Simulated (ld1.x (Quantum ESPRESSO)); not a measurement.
**tin (Sn): one change to a TM potential, before and after**

| Item | Value |
| --- | --- |
| Element | Sn |
| Generator | ld1.x (Quantum ESPRESSO) 7.5 |
| Type | norm-conserving Troullier–Martins (Kleinman–Bylander form) |
| Functional | LDA (PZ) |
| Relativity | scalar-relativistic |
| Frozen core | [Kr] 4d10 |
| Valence charge | 4 |
| Reference configuration | 5s2 5p0.5 (charge +1.5) |
| Partial waves | 5s (bound): rc 1.55 bohr; 5p (bound): rc 2.10 bohr |
| Local potential | the p channel |
| Core correction | none |

Change: core correction a·sin(br)/r model core inside 1.20 bohr.

Cutoffs: the cutoffs (Ry, on a coarse ladder) from which the occupation-weighted sum of valence levels, in a spherical-Bessel basis at the reference potential, stays within 10 and 1 mRy of its value at 400 Ry; they do not see the model core or the augmentation charge, which bear on the density cutoff. Errors are all-electron minus pseudo energies relative to the spin-unpolarised reference configuration.

Question: Predict the effect on cutoff, ghosts and configuration errors.

Answer: The potential gets neither clearly harder nor softer (45 Ry and 100 Ry → 45 Ry and 100 Ry); of the 9 tests that both files solve, the error grows in 0 and shrinks in 9 by more than 15 % and 0.3 meV (median size 25.3 → 11.1 meV); neither file shows a bound ghost. Exchange and correlation are not linear in the density, so unscreening with the valence charge alone errs where core and valence overlap; a model core restores that term. A model core, the more so a compact one, raises the density cutoff, which this test does not measure.

| quantity | base | changed |
| --- | --- | --- |
| cutoff, loose | 45 Ry | 45 Ry |
| cutoff, tight | 100 Ry | 100 Ry |
| bound ghosts | none | none |
| error for 5s2 5p2, meV [ΔE -13.28 eV] | +43 | -12 |
| error for 5s2 5p1, meV [ΔE -6.18 eV] | +8.7 | -1.8 |
| error for 5s2 5p0, meV [ΔE 8.08 eV] | +9.9 | -7.6 |
| error for 5s1 5p2, meV [ΔE 1.55 eV] | +23 | -11 |
| error for 5s1 5p0, meV [ΔE 39.53 eV] | +220 | -166 |
| error for 5s2 5p2.3, meV [ΔE -14.18 eV] | +52 | -14 |
| error for 5s2 5p1.5, meV [ΔE -10.56 eV] | +25 | -7.0 |
| error for 5s2 5p0.5 (spin-polarised), meV [ΔE -0.04 eV] | +11 | -0.3 |
| error for 5s2 5p2 (spin-polarised), meV [ΔE -13.75 eV] | +124 | -12 |
| s: phases at 2.30 bohr within 0.05 rad from the reference energy up to (Ry; the scan ends near 5) | 0.1 | 0.1 |
| p: phases at 2.30 bohr within 0.05 rad from the reference energy up to (Ry; the scan ends near 5) | 2.9 | 2.9 |
